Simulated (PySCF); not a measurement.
**`C=CCC[O+](C)[BH2-]F`, C5H12BFO**

Cartesian coordinates in Å; atom numbers follow the order of the lines, from 1:
```xyz
20

C     3.435   -0.134    0.133
C     2.343    0.604    0.195
C     1.109    0.354   -0.616
C    -0.089    0.111    0.306
O    -1.335    0.188   -0.387
C    -1.575   -0.904   -1.253
B    -2.636    0.416    0.688
F    -2.227    1.507    1.403
H     4.303    0.084    0.731
H     3.511   -0.985   -0.525
H     2.291    1.452    0.864
H     1.276   -0.499   -1.276
H     0.894    1.236   -1.227
H     0.000   -0.859    0.811
H    -0.134    0.898    1.061
H    -2.566   -0.762   -1.678
H    -1.552   -1.854   -0.709
H    -0.832   -0.916   -2.053
H    -2.677   -0.577    1.346
H    -3.545    0.651   -0.036
```

Method: GIAO PBE0/pcSseg-1 magnetisability, rotational g tensor and spin-rotation constants, non-relativistic, gas phase (PySCF). Geometry: GFN2-xTB.

Question: Give the nuclear spin-rotation constants along the inertial axes (H = +C I·J) beside the isotropic shieldings.

Answer: Rotational constants 3.5491, 0.9429, 0.7839 GHz. A star marks the isotopologue with that one atom substituted, in its own axes.
| atom | isotope | Caa (kHz) | Cbb (kHz) | Ccc (kHz) | mean (kHz) | σ (ppm) |
| --- | --- | --- | --- | --- | --- | --- |
| B7 | 11B | 0.791 | 0.220 | 0.170 | 0.394 | 88.5 |
| F8 | 19F | 0.008 | 1.003 | 0.734 | 0.582 | 356.3 |
| H9 | 1H | -0.025 | -0.013 | -0.084 | -0.041 | 26.3 |
| H10 | 1H | -0.336 | 0.073 | -0.085 | -0.116 | 26.1 |
| H11 | 1H | -0.356 | 0.084 | -0.083 | -0.118 | 25.7 |
| H12 | 1H | -0.337 | 0.027 | -0.090 | -0.133 | 29.1 |
| H13 | 1H | -0.356 | -0.108 | 0.025 | -0.146 | 29.2 |
| H14 | 1H | -0.388 | -0.102 | 0.032 | -0.153 | 28.8 |
| H15 | 1H | -0.321 | 0.051 | -0.082 | -0.118 | 26.9 |
| H16 | 1H | 0.066 | -0.084 | -0.072 | -0.030 | 27.8 |
| H17 | 1H | -0.396 | -0.100 | 0.030 | -0.155 | 28.7 |
| H18 | 1H | -0.054 | -0.072 | -0.060 | -0.062 | 28.1 |
| H19 | 1H | -0.297 | -0.087 | 0.035 | -0.116 | 28.4 |
| H20 | 1H | -0.018 | -0.059 | -0.045 | -0.040 | 28.1 |
| C1 | 13C* | 1.042 | 0.422 | 0.131 | 0.532 | 60.8 |
| C2 | 13C* | 1.144 | 0.461 | 0.133 | 0.579 | 46.2 |
| C3 | 13C* | 0.611 | 0.168 | 0.128 | 0.302 | 149.4 |
| C4 | 13C* | 0.708 | 0.233 | 0.179 | 0.373 | 113.5 |
| O5 | 17O* | -0.226 | -0.098 | -0.076 | -0.133 | 287.8 |
| C6 | 13C* | 0.863 | 0.128 | 0.168 | 0.386 | 129.6 |

For the geometry as given, no vibrational averaging.

Question: How do the rotational constants and the g tensor change when H9, H10, H11, H12, H13, H14, H15, H16, H17, H18, H19, H20 are replaced by deuterium?

Answer: Constants 2.8927, 0.8247, 0.6871 GHz; g -0.0209, -0.0101, -0.0054, against -0.0249, -0.0116, -0.0059 before.
